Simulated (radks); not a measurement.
The numbers below are computed, except where a source is named.
Task: Neutral holmium: order these configurations by energy. Code: a radial shooting solver on a logarithmic mesh with Libxc functionals. Model: scalar-relativistic Kohn-Sham, r2SCAN, spin-polarised, spherical densities, finite nucleus; meta-GGA in the generalised Kohn-Sham scheme; Fermi nuclear charge, rms radius of each element as measured or else 0.836 A^(1/3) + 0.57 fm. Open shells are filled with parallel spins first. [Xe] 4f10 5d1 6s2; [Xe] 4f10 6s2 6p1; [Xe] 4f11 5d1 6s1; [Xe] 4f11 6s1 6p1; [Xe] 4f11 6s2.

Result: From the lowest, in eV above it: [Xe] 4f11 6s2 0.000; [Xe] 4f11 6s1 6p1 1.922; [Xe] 4f11 5d1 6s1 2.137; [Xe] 4f10 5d1 6s2 2.335; [Xe] 4f10 6s2 6p1 3.838.
